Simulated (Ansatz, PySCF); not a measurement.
Complex: CH4O (SMILES CO) (first 6 atoms) with CH2F2 (SMILES FCF); geometry from B3LYP-D3(BJ)/def2-TZVP, rigid monomers moved along the line of their centres of mass till O2···H11 is 2.62 Å.
(charge 0, multiplicity 1):
```
atom    x (Å)    y (Å)    z (Å)
----  -------  -------  -------
C      0.3873  -0.5809   0.4249
O      0.2626   0.7548   0.9094
H     -0.2698  -0.7641  -0.4311
H      0.0922  -1.2381   1.2403
H      1.4182  -0.8170   0.1429
H      0.5396   1.3643   0.2184
F      0.0094  -1.1082   4.2113
C      0.2703   0.2103   4.4735
F      1.4111   0.2761   5.2208
H     -0.5547   0.6091   5.0663
H      0.4285   0.7245   3.5268
```

Monomers are frozen at their geometry in the pair; levels with a basis set take the counterpoise correction.

Correlated levels freeze the cores.

Codes used: Ansatz (Gaussian basis) for Hartree–Fock, density functionals and correlated methods; PySCF for the dispersion terms. Each number belongs to the level named beside it.

PBE/def2-TZVPPD gives -97.4 meV for the interaction energy.

### Question
Where do these levels fall relative to PBE: PBE-D3(BJ)/def2-TZVPPD, r2SCAN/def2-TZVPPD, PBE0/def2-TZVPPD, wB97M-V/def2-TZVPPD, MP2/aug-cc-pVDZ, CCSD(T)/aug-cc-pVDZ.

### Answer
PBE-D3(BJ)/def2-TZVPPD -26.1; r2SCAN/def2-TZVPPD -2.4; PBE0/def2-TZVPPD -3.2; wB97M-V/def2-TZVPPD -23.9; MP2/aug-cc-pVDZ -18.4; CCSD(T)/aug-cc-pVDZ -19.9 meV. 0 of 6 lie above PBE; the widest gap is to PBE-D3(BJ)/def2-TZVPPD.

Ansatz is a program for electronic structure.
